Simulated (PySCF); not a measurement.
## Telling isomers of C6H12OSi2 apart by NMR

Theoretical values (PySCF): σ from GIAO-PBE0/pcSseg-1, structure optimised with GFN2-xTB. Single conformer, non-relativistic Hamiltonian, gas phase, one averaged value for each set of equivalent atoms.

References, each an isolated molecule treated in the same way: ¹H (31.72 ppm), ¹³C (186.93 ppm) against TMS. Where no couplings were computed, multiplicities follow the n + 1 count of equivalent neighbours, and m marks all less simple cases (inequivalent or close neighbours, rings, F or P nearby). Shifts are as computed. Against solution values, carbons near 30 ppm lie about +3 ppm off and those near 130 ppm about +5 ppm. Of 1211 compounds with measured shifts, 218 miss one by over three times the rms of a fit or turn the order of signals round; such compounds aren't used in these exercises.

(1) Tabulate the signals of `C#C[Si@]1(C)C[C@H](O[SiH3])C1`, `C=C(C)[C@@]1([SiH3])C=CO[SiH2]1`, `[SiH3][C@]1(C2CC2)C=CO[SiH2]1`, `C=C[SiH](C=C)C(=C)O[SiH3]`, `CCC1=C[SiH2]C=C[SiH2]O1` and their relative energies.

(2) What is the quickest way to tell C#C[Si@]1(C)C[C@H](O[SiH3])C1 from C=C(C)[C@@]1([SiH3])C=CO[SiH2]1?

(3) What is the quickest way to tell C#C[Si@]1(C)C[C@H](O[SiH3])C1 from [SiH3][C@]1(C2CC2)C=CO[SiH2]1?

(4) What is the quickest way to tell C=C[SiH](C=C)C(=C)O[SiH3] from CCC1=C[SiH2]C=C[SiH2]O1?

## Answers

(1) 
| SMILES | carbon types | δC | δH | E rel. (kcal/mol) |
| --- | --- | --- | --- | --- |
| C#C[Si@]1(C)C[C@H](O[SiH3])C1 | 1×C 2×CH 2×CH2 1×CH3 | 104.1, 91.3, 68.6, 31.0, -0.2 | 4.83 (s, 3H), 4.32 (m, 1H), 2.09 (s, 1H), 1.95 (m, 2H), 1.92 (m, 2H), 0.42 (s, 3H) | 27.9 |
| C=C(C)[C@@]1([SiH3])C=CO[SiH2]1 | 2×C 2×CH 1×CH2 1×CH3 | 155.2, 154.3, 116.1, 112.9, 37.1, 29.5 | 6.55 (d, 1H), 5.43 (m, 1H), 5.39 (d, 1H), 5.11 (m, 1H), 5.09 (m, 1H), 5.05 (m, 1H), 4.09 (s, 3H), 1.84 (s, 3H) | 13.1 |
| [SiH3][C@]1(C2CC2)C=CO[SiH2]1 | 1×C 3×CH 2×CH2 | 153.0, 117.7, 30.5, 16.9, 8.7, 6.0 | 6.49 (d, 1H), 5.28 (d, 1H), 5.12 (m, 1H), 5.00 (m, 1H), 3.99 (s, 3H), 1.00 (m, 1H), 0.74 (m, 1H), 0.53 (m, 1H), 0.49 (m, 1H), -0.33 (m, 1H) | 19.4 |
| C=C[SiH](C=C)C(=C)O[SiH3] | 1×C 2×CH 3×CH2 | 171.0, 144.3, 141.4, 106.7 | 6.58 (m, 2H), 6.57 (m, 2H), 6.19 (m, 2H), 4.98 (m, 1H), 4.96 (m, 1H), 4.93 (s, 3H), 4.77 (t, 1H) | 34.0 |
| CCC1=C[SiH2]C=C[SiH2]O1 | 1×C 3×CH 1×CH2 1×CH3 | 180.4, 157.4, 155.7, 100.0, 38.2, 16.1 | 7.41 (m, 1H), 6.93 (m, 1H), 5.29 (m, 2H), 4.84 (m, 1H), 4.73 (m, 2H), 2.23 (q, 2H), 1.29 (t, 3H) | 0.0 |

Energies are electronic energies at PBE0/pcSseg-1 on these geometries, without zero-point or thermal terms, each for the one conformer computed, which needn't be the lowest.

(2) Count the carbon signals: 5 against 6. The first has an sp3 CH2 bonded to Si at 31.0 ppm, the second a fully substituted alkene carbon (C) at 155.2 ppm. Their most deshielded carbons lie at 104.1 and 155.2 ppm. In the proton spectra the most deshielded non-exchanging signals are 4.83 (s, 3H) and 6.55 (d, 1H).

(3) Count the carbon signals: 5 against 6. The first has an alkyne carbon (C) at 91.3 ppm, the second an allylic fully substituted sp3 carbon bonded to 2 Si (C) at 30.5 ppm. Their most deshielded carbons lie at 104.1 and 153.0 ppm. In the proton spectra the most deshielded non-exchanging signals are 4.83 (s, 3H) and 6.49 (d, 1H).

(4) Count the carbon signals: 4 against 6. The first has a terminal =CH2 carbon at 144.3 ppm, the second an allylic sp3 CH2 at 38.2 ppm. Their most deshielded carbons lie at 171.0 and 180.4 ppm. In the proton spectra the most deshielded non-exchanging signals are 6.58 (m, 2H) and 7.41 (m, 1H).
